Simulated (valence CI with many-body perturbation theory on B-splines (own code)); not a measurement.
Valence orbitals of Hg48+

Method: configuration interaction combined with many-body perturbation theory (CI+MBPT): four valence electrons over a frozen Dirac-Fock core [Ar] 3d10, radial functions for each j: 11 s, 11 p, 10 d, 8 f, 5 g, 2 h, with the one-electron correlation potential Σ1, the two-electron term Σ2, the three-electron term Σ3, Breit, model QED; selected CI, second order for the rest, scaled by the run's own slope (own B-spline code, finite nucleus).

No measured spectrum was set against this ion. As an estimate, large intervals hold to a few tenths of a per cent, small ones and those within an open d or f shell to about a per cent. Among the levels kept, up to 390 cm⁻¹ of a level comes from second order outside the variational space, and about a tenth of that is noise between levels of different J, which matters for small intervals.

These are the spectroscopic orbitals of the CI (the correlating ones are not listed), shaped by the core and the other valence electrons. h is the expectation value of the core's Dirac-Fock operator, without the valence repulsion; Σ1 is computed up to l = 3 at one energy for each symmetry, that of its lowest orbital but kept below the first core excitation, so for empty shells it is not the orbital's own correlation shift; Breit and QED include the response of the core.

| Orbital | h (hartree) | Σ1 (cm⁻¹) | Breit (cm⁻¹) | QED (cm⁻¹) | ⟨r⟩ (bohr) |
| --- | --- | --- | --- | --- | --- |
| 4s1/2 | -112.24 | -15225 | 19998 | 15206 | 0.3547 |
| 5s1/2 | -67.437 | -5583 | 8985 | 7006 | 0.5928 |
| 6s1/2 | -45.006 | -2725 | 4702 | 3751 | 0.8939 |
| 7s1/2 | -32.168 | -1559 | 2802 | 2249 | 1.255 |
| 8s1/2 | -24.134 | -981 | 1805 | 1454 | 1.677 |
| 9s1/2 | -18.773 | -659 | 1231 | 994 | 2.161 |
| 4p1/2 | -108.07 | -16348 | 31304 | 1018 | 0.3504 |
| 5p1/2 | -65.396 | -6043 | 14204 | 481 | 0.5945 |
| 6p1/2 | -43.87 | -2997 | 7563 | 264 | 0.8998 |
| 7p1/2 | -31.473 | -1728 | 4548 | 160 | 1.266 |
| 8p1/2 | -23.678 | -1094 | 2948 | 105 | 1.693 |
| 9p1/2 | -18.459 | -738 | 2019 | 71.9 | 2.182 |
| 4p3/2 | -102.4 | -13697 | 17788 | 2187 | 0.3714 |
| 5p3/2 | -62.714 | -5374 | 8190 | 1029 | 0.6212 |
| 6p3/2 | -42.391 | -2734 | 4876 | 566 | 0.9323 |
| 7p3/2 | -30.571 | -1599 | 2953 | 345 | 1.304 |
| 8p3/2 | -23.088 | -1021 | 1925 | 225 | 1.737 |
| 9p3/2 | -18.052 | -694 | 1324 | 155 | 2.232 |
| 4d3/2 | -96.079 | -15962 | 14183 | -671 | 0.3575 |
| 5d3/2 | -59.679 | -6100 | 6626 | -294 | 0.6161 |
| 6d3/2 | -40.705 | -3101 | 3639 | -157 | 0.9349 |
| 7d3/2 | -29.538 | -1815 | 2219 | -94.0 | 1.315 |
| 8d3/2 | -22.41 | -1161 | 1453 | -60.9 | 1.756 |
| 4d5/2 | -94.864 | -14919 | 8991 | -30.9 | 0.3632 |
| 5d5/2 | -59.088 | -5708 | 4040 | 7.6 | 0.6231 |
| 6d5/2 | -40.372 | -2904 | 2226 | 10.4 | 0.9432 |
| 7d5/2 | -29.332 | -1702 | 1346 | 8.5 | 1.324 |
| 8d5/2 | -22.274 | -1090 | 877 | 6.5 | 1.767 |
| 4f5/2 | -88.178 | -15275 | 5967 | -473 | 0.3285 |
| 5f5/2 | -56.099 | -4967 | 2553 | -224 | 0.5984 |
| 6f5/2 | -38.747 | -2474 | 1342 | -125 | 0.9268 |
| 7f5/2 | -28.345 | -1452 | 801 | -76.8 | 1.316 |
| 4f7/2 | -87.84 | -14503 | 2592 | -224 | 0.3308 |
| 5f7/2 | -55.909 | -4729 | 1141 | -97.7 | 0.6012 |
| 6f7/2 | -38.633 | -2366 | 620 | -52.5 | 0.9301 |
| 7f7/2 | -28.273 | -1393 | 375 | -31.7 | 1.320 |
| 5g7/2 | -54.326 |  | 279 | -54.6 | 0.5459 |
| 6g7/2 | -37.746 |  | 227 | -37.5 | 0.8790 |
| 7g7/2 | -27.726 |  | 160 | -25.5 | 1.273 |
| 5g9/2 | -54.247 |  | 5.3 | 1.5 | 0.5473 |
| 6g9/2 | -37.7 |  | 5.9 | -4.7 | 0.8804 |
| 7g9/2 | -27.696 |  | 2.9 | -4.7 | 1.275 |
| 6h9/2 | -37.521 |  |  |  | 0.7905 |
| 6h11/2 | -37.491 |  |  |  | 0.7915 |

Among the shells of the start configuration 4s2 4p2, Σ1 is largest in size for 4p1/2, where it is 0.069 % of h.

Lowest root of each symmetry, sizes in configuration state functions:

```
J  Parity  Roots  Reference  Variational  Second order  Change by selected CI (cm⁻¹)  Change by second order (cm⁻¹)
0    even     12         43        20543         64831                         -5707                              0
1    even     18         88        32000        211538                         -4939                            -26
2    even     27        127        31998        366257                         -5564                            -93
3    even     19        108        31999        431042                         -6881                           -135
4    even     13         91        31988        416987                        -10214                           -172
5    even      4         52        32000        313324                         -5909                            -32
0     odd      9         44        24255         65948                         -5100                             -2
1     odd     22        119        31999        258186                         -5595                            -43
2     odd     28        157        31999        372535                         -4424                           -106
3     odd     25        157        31998        449265                         -7374                           -215
4     odd     16        129        31998        454282                         -6629                           -180
5     odd      7         87        31976        354421                         -8887                           -139
6     odd      2         46        25848        252345                        -10338                            -28
```
